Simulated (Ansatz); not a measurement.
The same path of BGaH5S (8 atoms, charge 1, multiplicity 1) was run twice with different band settings. The coordinate that changes most is the dihedral B1–Ga2–S3–H7.

These are results of Ansatz 0.2.0, RKS B3LYP-D4/def2-SVP, not measurements.

Relaxed end points:

```xyz
8
Properties=species:S:1:pos:R:3
B 0.265 -1.778 0.509
Ga 1.002 0.157 0.239
S -0.744 1.402 -1.162
H 0.492 -2.605 -0.330
H -0.391 -2.018 1.485
H 2.038 1.304 0.367
H -1.912 0.961 -0.627
H -0.750 2.577 -0.482
```

```xyz
8
Properties=species:S:1:pos:R:3
B 0.256 -1.769 0.533
Ga 0.984 0.174 0.306
S -1.053 1.653 -0.165
H 0.209 -2.488 -0.427
H -0.122 -2.122 1.617
H 2.068 1.284 0.291
H -0.539 2.400 -1.176
H -1.802 0.867 -0.980
```

Common settings: movable images 7; climbing image yes; optimiser quadratic models (default); start path through a guess of the saddle point; force threshold 0.05 eV/Å; iteration limit 50; end points relaxed.

| run | spring |
| --- | --- |
| 1 | 5.0 eV/Å² |
| 2 | 50.0 eV/Å² |

(1) What does each run give, and how far can it be trusted?

Answers

(1) Run 1: converged after 28 iterations, highest image 0.063 eV above the first end. A vibrational analysis at the climbing image gives one clearly imaginary mode, 102i cm⁻¹: a first-order saddle point.
Run 2: converged after 39 iterations, highest image 0.063 eV above the first end. Another band between the same ends (7 images) ends at a top of the same energy, where a vibrational analysis finds 1 clearly imaginary mode.
Limits of this set-up: the dipole of an ion depends on the origin.
